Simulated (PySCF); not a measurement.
Job file and geometry (Å, from GFN2-xTB) of a spin–spin coupling run on dimethyl diselenide (C[Se][Se]C, C$_{2}$H$_{6}$Se$_{2}$), B3LYP/pcJ-1 Se:pcSseg-1 indirect spin-spin coupling, non-relativistic, gas phase (PySCF 2.14.0, density-fitted response routines); density fitting, a coarse starting grid and PySCF grid level 2 are the driver's defaults:

```
{"job": {"kind": "j", "xc": "B3LYP", "basis": "pcJ-1"}, "charge": 0, "multiplicity": 1}
C      2.031369    -0.002412     0.112646
Se     0.752049     1.493698     0.000953
Se    -1.096083     0.535407     0.959488
C     -1.992420    -0.212966    -0.630438
H      3.000839     0.383737    -0.186478
H      1.722912    -0.798827    -0.558952
H      2.069823    -0.360171     1.137395
H     -2.090781     0.566945    -1.379685
H     -1.416104    -1.047788    -1.019477
H     -2.972720    -0.552969    -0.310821
```

Task: What does the program print?

Result: 
```
coarse grid: 39856 points
cycle   1  E = -4882.4800599989  dE = -1.870e+00  |g| = 1.032e+00  |ddm| = 2.849e+00
cycle   2  E = -4882.4678087069  dE =  1.225e-02  |g| = 7.433e-01  |ddm| = 6.209e-01
cycle   3  E = -4882.5145222470  dE = -4.671e-02  |g| = 2.329e-01  |ddm| = 5.872e-01
cycle   4  E = -4882.5262984824  dE = -1.178e-02  |g| = 5.860e-02  |ddm| = 2.691e-01
cycle   5  E = -4882.5272295701  dE = -9.311e-04  |g| = 4.676e-03  |ddm| = 5.558e-02
cycle   6  E = -4882.5272340161  dE = -4.446e-06  |g| = 1.091e-03  |ddm| = 8.460e-03
final grid: 80800 points
cycle   7  E = -4882.5271634279  dE =  2.370e-08  |g| = 1.368e-03  |ddm| = 3.674e-03
cycle   8  E = -4882.5271631768  dE =  2.512e-07  |g| = 1.854e-03  |ddm| = 3.767e-03
cycle   9  E = -4882.5271638254  dE = -6.486e-07  |g| = 1.867e-04  |ddm| = 1.943e-03
cycle  10  E = -4882.5271638339  dE = -8.498e-09  |g| = 3.615e-05  |ddm| = 1.748e-04
cycle  11  E = -4882.5271638343  dE = -4.056e-10  |g| = 1.310e-06  |ddm| = 4.812e-05
converged SCF energy = -4882.5271638343

Indirect spin-spin couplings (Hz)
  i      j    bonds     total        FC       PSO       DSO        SD
  0 C    3 C    3     -0.751    -0.747     0.030    -0.035         -
  0 C    4 H    1    143.790   141.925     0.874     0.991         -
  0 C    5 H    1    151.706   149.910     0.767     1.029         -
  0 C    6 H    1    154.465   152.734     0.691     1.040         -
  0 C    7 H    4      0.671     0.799     0.116    -0.244         -
  0 C    8 H    4      0.836     0.754    -0.077     0.159         -
  0 C    9 H    4     -0.239    -0.101     0.197    -0.334         -
  3 C    4 H    4     -0.235    -0.099     0.195    -0.331         -
  3 C    5 H    4      0.832     0.749    -0.080     0.163         -
  3 C    6 H    4      0.674     0.803     0.119    -0.248         -
  3 C    7 H    1    154.439   152.712     0.689     1.038         -
  3 C    8 H    1    151.731   149.939     0.769     1.024         -
  3 C    9 H    1    143.983   142.121     0.873     0.989         -
  4 H    5 H    2    -11.364   -12.531     3.048    -1.881         -
  4 H    6 H    2    -12.235   -13.420     3.050    -1.865         -
  4 H    7 H    5     -0.695    -0.128     0.668    -1.235         -
  4 H    9 H    5      0.297     0.856     0.975    -1.535         -
  5 H    6 H    2     -8.839   -10.117     3.019    -1.741         -
  5 H    8 H    5      0.569    -0.128    -1.344     2.042         -
  6 H    7 H    5     -0.746    -0.061     0.770    -1.455         -
  6 H    9 H    5     -0.706    -0.130     0.679    -1.255         -
  7 H    8 H    2     -8.806   -10.078     3.028    -1.755         -
  7 H    9 H    2    -12.270   -13.456     3.053    -1.868         -
  8 H    9 H    2    -11.297   -12.460     3.050    -1.887         -
```

Size and cost of the density-fitted run: 196 basis functions, 18 s wall time on 1 thread of an x86-64 server CPU, shared host.
